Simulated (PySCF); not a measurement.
## How good is the calculation?

Geometry:
```json
{"atom": "C1", "x (Å)": "2.040", "y (Å)": "-0.519", "z (Å)": "0.188"}
{"atom": "C2", "x (Å)": "0.612", "y (Å)": "-0.795", "z (Å)": "-0.220"}
{"atom": "O3", "x (Å)": "-0.214", "y (Å)": "0.094", "z (Å)": "0.477"}
{"atom": "C4", "x (Å)": "-1.621", "y (Å)": "0.031", "z (Å)": "0.271"}
{"atom": "C5", "x (Å)": "-2.166", "y (Å)": "1.128", "z (Å)": "1.176"}
{"atom": "C6", "x (Å)": "-1.977", "y (Å)": "0.326", "z (Å)": "-1.186"}
{"atom": "C7", "x (Å)": "-2.178", "y (Å)": "-1.327", "z (Å)": "0.699"}
{"atom": "H8", "x (Å)": "2.163", "y (Å)": "-0.657", "z (Å)": "1.272"}
{"atom": "H9", "x (Å)": "2.734", "y (Å)": "-1.195", "z (Å)": "-0.334"}
{"atom": "H10", "x (Å)": "2.313", "y (Å)": "0.519", "z (Å)": "-0.054"}
{"atom": "H11", "x (Å)": "0.504", "y (Å)": "-0.673", "z (Å)": "-1.316"}
{"atom": "H12", "x (Å)": "0.354", "y (Å)": "-1.849", "z (Å)": "0.008"}
{"atom": "H13", "x (Å)": "-1.739", "y (Å)": "2.099", "z (Å)": "0.886"}
{"atom": "H14", "x (Å)": "-1.883", "y (Å)": "0.929", "z (Å)": "2.219"}
{"atom": "H15", "x (Å)": "-3.262", "y (Å)": "1.189", "z (Å)": "1.111"}
{"atom": "H16", "x (Å)": "-1.636", "y (Å)": "-0.470", "z (Å)": "-1.864"}
{"atom": "H17", "x (Å)": "-3.067", "y (Å)": "0.414", "z (Å)": "-1.305"}
{"atom": "H18", "x (Å)": "-1.516", "y (Å)": "1.273", "z (Å)": "-1.504"}
{"atom": "H19", "x (Å)": "-1.838", "y (Å)": "-2.140", "z (Å)": "0.040"}
{"atom": "H20", "x (Å)": "-1.861", "y (Å)": "-1.560", "z (Å)": "1.727"}
{"atom": "H21", "x (Å)": "-3.277", "y (Å)": "-1.318", "z (Å)": "0.669"}
```

The experiment to reproduce: δ 13C C2 56.8; C1 16.4 ppm (measured; solution, not stated per compound (mostly CDCl3 or CCl4); Pretsch, Buehlmann, Badertscher, Structure Determination of Organic Compounds, 4th ed. (2009)).
δ 17O O3 40.5 ppm (measured; liquid, neat; K. Matsuzaki, S. Hayashi, W. Nakanishi, RSC Adv. 2024, ESI (observed values from its refs S1-S5)).

- σ from GIAO-PBE0/pcSseg-1
- geometry: PBE0-D3(BJ)/def2-SVP
- code: PySCF
- relativity neglected, gas phase, rapidly exchanging positions averaged, one computed conformer

(1) How close does the calculation come?

(2) How far are the unscaled 13C shifts from the references?

Results:

(1) 
Reference values: measured (solution, not stated per compound (mostly CDCl3 or CCl4); Pretsch, Buehlmann, Badertscher, Structure Determination of Organic Compounds, 4th ed. (2009)).
```json
{"atoms": "C2", "quantity": "δ 13C", "reference": "56.8", "computed": "57.1", "computed, scaled": "54.6"}
{"atoms": "C1", "quantity": "δ 13C", "reference": "16.4", "computed": "18.1", "computed, scaled": "16.9"}
```

Reference values: measured (liquid, neat; K. Matsuzaki, S. Hayashi, W. Nakanishi, RSC Adv. 2024, ESI (observed values from its refs S1-S5)).
| atoms | quantity | reference | computed | computed, scaled |
| --- | --- | --- | --- | --- |
| O3 | δ 17O vs H2O | 40.5 | – | 42.5 |

Computed shifts are σ(ref) − σ with the named reference compound (TMS for H and C) calculated as an isolated molecule at the same level. The measured values may be among those fitted. Scaled to experiment by linear calibration (H and C: mostly CDCl3 data, vs TMS): 13C: δ = 177.62 − 0.967σ (rms 1.9 ppm, 903 shifts, 2.3 ppm with the 23 outliers that the fit left out); 17O: δ = 263.91 − 0.892σ (rms 13.5 ppm, 141 shifts, 14.3 ppm with the 1 outlier that the fit left out vs liquid water, solution or neat liquid). Occasional misses reach two or three times the rms, and more in compound classes unlike the fitted ones.

(2) Mean signed difference +1.00 ppm, mean absolute 1.00 ppm over 2 comparisons; the largest is +1.7 ppm at C1 (methyl carbon).

3 of the 5 published NMR values on file for this molecule are compared.
